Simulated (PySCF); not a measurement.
Compound: C6H8NS (doublet state).
SMILES with atom numbers: `[NH2:1][C:2]1[CH:3]=[CH:4][CH:5]=[C:6]([SH:7])[CH2:8]1` (hydrogens: H9, H10 on N1; H11 on C3; H12 on C4; H13 on C5; H14 on S7; H15, H16 on C8)

Geometry (GFN2-xTB, Å), atoms numbered from 1 in this order:
```xyz
16
C6H8NS angstrom
N     -2.4973   -0.1964    0.3100
C     -1.1526    0.0875    0.1942
C     -0.6616    1.3553    0.3021
C      0.6988    1.6333    0.1058
C      1.5889    0.6035   -0.2070
C      1.1562   -0.6824   -0.3296
S      2.2341   -2.0221   -0.7224
C     -0.2735   -1.0798   -0.1435
H     -2.7437   -1.1420    0.5557
H     -3.0653    0.5147    0.7425
H     -1.3372    2.1636    0.5451
H      1.0596    2.6438    0.2000
H      2.6352    0.8352   -0.3520
H      3.3454   -1.2943   -0.8032
H     -0.3465   -1.8436    0.6490
H     -0.6481   -1.5670   -1.0579
```

The hyperfine couplings belong to this conformer and change with its torsions.

Computed, not measured: UKS B3LYP, pcH-1 on C H N S, non-relativistic, mean-field spin-orbit, GIAO in PySCF. Geometry: GFN2-xTB, one conformer, isolated molecule. Couplings are sensitive to structure, and on GFN2-xTB geometries they can be far from those on DFT ones. The SCF solution wasn't tested for stability. ⟨S²⟩ is 0.780 where a pure state has 0.75.

(1) The isotropic 1H couplings, averaged over equivalent nuclei, are +120.3, -32.9, +9.4, +6.9, +2.3, -2.1 MHz. Assign them to H9/H10; H11; H12; H13; H14; H15/H16.

Results:

(1) 
```json
{"site": "H9/H10", "a_iso (MHz)": "+2.3", "ρ(0) (bohr⁻³)": "+0.0005", "position": "2 bonds from C2", "distance from C4 (Å)": "4.21", "bound to": "N1", "spin population there": "+0.07", "largest |T| (MHz)": "7.0"}
{"site": "H11", "a_iso (MHz)": "+6.9", "ρ(0) (bohr⁻³)": "+0.0015", "position": "2 bonds from C2, on C3 of spin population -0.16", "distance from C4 (Å)": "2.15", "bound to": "C3", "spin population there": "-0.16", "largest |T| (MHz)": "3.8"}
{"site": "H12", "a_iso (MHz)": "-32.9", "ρ(0) (bohr⁻³)": "-0.0074", "position": "1 bond from C4", "distance from C4 (Å)": "1.08", "bound to": "C4", "spin population there": "+0.50", "largest |T| (MHz)": "19.6"}
{"site": "H13", "a_iso (MHz)": "+9.4", "ρ(0) (bohr⁻³)": "+0.0021", "position": "2 bonds from C6, on C5 of spin population -0.20", "distance from C4 (Å)": "2.14", "bound to": "C5", "spin population there": "-0.20", "largest |T| (MHz)": "5.0"}
{"site": "H14", "a_iso (MHz)": "-2.1", "ρ(0) (bohr⁻³)": "-0.0005", "position": "2 bonds from C6", "distance from C4 (Å)": "4.05", "bound to": "S7", "spin population there": "+0.05", "largest |T| (MHz)": "2.8"}
{"site": "H15/H16", "a_iso (MHz)": "+120.3", "ρ(0) (bohr⁻³)": "+0.0269", "position": "2 bonds from C6", "distance from C4 (Å)": "3.67", "bound to": "C8", "spin population there": "-0.07", "largest |T| (MHz)": "3.2"}
```

ρ(0) is the spin density at the nucleus and T the dipolar tensor; a_iso includes a spin–orbit part; entries for several nuclei are means. The Mulliken spin populations are largest on C4 (+0.50), C6 (+0.39), C2 (+0.31) and C5 (-0.20). Three atoms exceed +0.15. The positive populations add up to 1.46 and the negative ones to -0.46, together 2S = 1. Main spin sites, with 60 % or more of the largest population: C2, C4, C6; positions count bonds from the nearest.

Nuclei that the bonding pattern makes equivalent are averaged, as if the motion that swaps them (rotation, inversion, ring flip) were fast. The 1H value of +2.3 MHz is a mean of couplings from -0.7 to 5.3 MHz in this one geometry, not an average over conformers.

The SMILES `N[C]1C=CC=C(S)C1` draws the unpaired electron on C2, whose computed spin population is only +0.31.

On one thread of an Arm Neoverse V2 (shared host), this took 99 s (with the writing of density and orbital grids) and 0.96 GiB of memory at its peak.
